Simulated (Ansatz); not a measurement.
```yaml
crystal:
  periodic: [false, false, false]
  atoms:
    - {symbol: C, position_ang: [-1.353600, 0.763068, -0.150152]}
    - {symbol: S, position_ang: [-0.330772, 0.478964, 1.297162]}
    - {symbol: C, position_ang: [0.671821, -0.910602, 0.715615]}
    - {symbol: Zn, position_ang: [1.802579, -0.270819, -0.744690]}
    - {symbol: H, position_ang: [-1.959966, -0.115084, -0.381214]}
    - {symbol: H, position_ang: [-2.018502, 1.596251, 0.080425]}
    - {symbol: H, position_ang: [-0.757365, 1.031111, -1.027981]}
    - {symbol: H, position_ang: [1.305567, -1.183854, 1.564790]}
    - {symbol: H, position_ang: [0.035243, -1.772546, 0.501951]}
    - {symbol: H, position_ang: [2.688098, 0.332409, -1.853106]}
basis:
  gaussian: {orbitals: def2-TZVPP, fitting: {mean_field: def2-universal-jkfit}}
hamiltonian: {xc: {name: HF}}
correlation: {method: mp2, frozen_orbitals: {C: 0}}
accuracy: high
output: {forces: true}
```

```sh
$ ansatz run in.yaml --threads 4 --pin off --events-out ev --progress --plain --max-ram 10444MiB
```

Shortened log:

```
Functional definition: HF
Error: "frozen_orbitals" has no count for S
```

In this input frozen orbitals are typed for one element alone, and the program wants a count for each. The input was rejected before any iteration.
